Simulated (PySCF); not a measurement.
One of the candidates below gave these computed data.

All candidates are C4H9FSSi2.

| technique | computed result |
| --- | --- |
| Dipole | 2.16 D [PBE0/def2-SVPD] |
| 1H NMR | chemical shifts (computed TMS as zero) by class: 5.80 (1 H), 5.69 (1 H), 4.85 (1 H), 2.13 (3 H), 2.02 (1 H), 1.94 (1 H), 1.88 (1 H) ppm [GIAO PBE0/pcSseg-1] |
| 13C NMR | chemical shifts (computed TMS as zero) by class: 105.6 (1 C), 86.1 (1 C), 22.6 (1 C), 20.3 (1 C) ppm [GIAO PBE0/pcSseg-1] |
| Polarisability | 121.9 au [PBE0/def2-SVPD] |
| UV, first state | lowest singlet excitation: 4.31 eV (288 nm, f = 0.003) [TDDFT PBE0/def2-SVPD] |
| Rotational structure | rotational constants A, B, C: 1.338, 0.718, 0.524 GHz [GFN2-xTB] |
| NMR, other nuclei | isotropic shieldings of nuclei other than C and H, by class: 440 (1 F), 341 (1 Si), 432 (1 Si), 582 (1 S) ppm [GIAO PBE0/pcSseg-1] |
| UV, strongest line | among the 8 lowest singlet transitions: S6 at 5.79 eV (214 nm, f = 0.036) [TDDFT PBE0/def2-SVPD] |
| Triplet | lowest triplet excitation (Tamm–Dancoff): 4.14 eV [TDA PBE0/def2-SVPD] |

Electronic properties: PySCF, gas phase, density fitting. Levels stand in brackets. Geometry: GFN2-xTB, one conformer, isolated molecule. Each NMR value is the plain mean over a class of atoms that symmetry, rotation or inversion makes alike.

Task: Which candidate is it?
A. `CS[Si@@H]1[SiH2]C(F)=C1C`
B. `CS[SiH2]C1=CC[Si@@H]1F`
C. `C#C[Si@H](CSC)[SiH2]F`
D. `CS[SiH2]C1=C[SiH2][C@H]1F`
E. `F[C@@H]1CC=C1[SiH2]S[SiH3]`

Result: C. It is `C#C[Si@H](CSC)[SiH2]F`. Numbering: `[CH:1]#[C:2][Si@H:3]([CH2:4][S:5][CH3:6])[SiH2:7][F:8]`. Its formula, C4H9FSSi2, gives 2 degrees of unsaturation: 0 rings and 2 π bonds in the structure found. 4 carbons fall into 4 classes; from least to most shielded: terminal alkyne carbon [C1] (105.6 ppm), alkyne carbon [C2] (86.1 ppm), S-methyl carbon [C6] (22.6 ppm), sp3 carbon bound to sulfur [C4] (20.3 ppm). Hydrogen classes from least to most shielded: 1 H on a fluorine-bound silicon, Si7 (5.80 ppm), 1 H on a fluorine-bound silicon, Si7 (5.69 ppm), 1 H on an SiH silicon, Si3 (4.85 ppm), 3 H on an S-methyl carbon, C6 (2.13 ppm, a mean of values up to 0.5 ppm apart in this geometry), 1 H on a terminal alkyne carbon, C1 (2.02 ppm), 1 H on an sp3 carbon bound to sulfur, C4 (1.94 ppm), 1 H on an sp3 carbon bound to sulfur, C4 (1.88 ppm). The other shieldings belong to: 440 ppm, silicon-bound fluorine [F8]; 341 ppm, fluorine-bound silicon [Si7]; 432 ppm, SiH silicon [Si3]; 582 ppm, sulfide sulfur [S5]. S1 is mainly HOMO→LUMO (weight 0.98); the largest Löwdin shares of the orbital it empties are 0.64 on the sulfide sulfur, 0.12 on the sp3 carbon bound to sulfur, 0.09 on the S-methyl carbon and 0.04 on the SiH silicon, of the orbital it fills 0.28 on the fluorine-bound silicon, 0.20 on the SiH silicon, 0.08 on the alkyne carbon and 0.07 on the terminal alkyne carbon. The optimised geometry has point group C1 and is an asymmetric top.

The others, at the same levels:
- `CS[SiH2]C1=C[SiH2][C@H]1F` fails: its computed 13C shifts are 178.6 (1 C), 161.7 (1 C), 91.8 (1 C), 14.5 (1 C) ppm, 1H shifts are 7.00 (1 H), 5.73 (1 H), 5.37 (1 H), 5.12 (1 H), 4.98 (1 H), 4.93 (1 H), 1.97 (3 H) ppm and rotational constant A is 2.065 GHz (against 1.338 GHz).
- `CS[SiH2]C1=CC[Si@@H]1F` fails: its computed 13C shifts are 180.8 (1 C), 162.9 (1 C), 35.4 (1 C), 14.1 (1 C) ppm, 1H shifts are 8.20 (1 H), 5.79 (1 H), 4.98 (1 H), 4.82 (1 H), 2.45 (1 H), 2.29 (1 H), 2.11 (3 H) ppm and rotational constant A is 1.811 GHz (against 1.338 GHz).
- `CS[Si@@H]1[SiH2]C(F)=C1C` fails: its computed 13C shifts are 179.8 (1 C), 154.6 (1 C), 15.3 (1 C), 13.4 (1 C) ppm, 1H shifts are 5.37 (1 H), 5.02 (1 H), 4.73 (1 H), 2.00 (3 H), 1.98 (3 H) ppm and rotational constant A is 1.656 GHz (against 1.338 GHz).
- `F[C@@H]1CC=C1[SiH2]S[SiH3]` fails: its computed 13C shifts are 166.8 (1 C), 153.9 (1 C), 91.3 (1 C), 44.4 (1 C) ppm, 1H shifts are 7.55 (1 H), 5.48 (1 H), 5.09 (1 H), 5.02 (1 H), 4.68 (3 H), 3.11 (1 H), 3.03 (1 H) ppm and rotational constant A is 3.461 GHz (against 1.338 GHz).

Each candidate is one conformer, not necessarily the lowest. The conformers computed, where there is a choice (atom-mapped SMILES and torsion angles):
- `[CH:1]#[C:2][Si@H:3]([CH2:4][S:5][CH3:6])[SiH2:7][F:8]`: C2–Si3–C4–S5 176°, Si3–C4–S5–C6 -78°, C2–Si3–Si7–F8 -65°
- `[CH3:1][S:2][SiH2:3][C:4]1=[CH:5][SiH2:6][C@H:7]1[F:8]`: C1–S2–Si3–C4 -60°, S2–Si3–C4–C5 86°
- `[CH3:1][S:2][SiH2:3][C:4]1=[CH:5][CH2:6][Si@@H:7]1[F:8]`: C1–S2–Si3–C4 -62°, S2–Si3–C4–C5 166°
- `[CH3:1][S:2][Si@@H:3]1[SiH2:4][C:5]([F:6])=[C:7]1[CH3:8]`: C1–S2–Si3–Si4 39°
- `[F:1][C@@H:2]1[CH2:3][CH:4]=[C:5]1[SiH2:6][S:7][SiH3:8]`: C4–C5–Si6–S7 10°, C5–Si6–S7–Si8 -178°
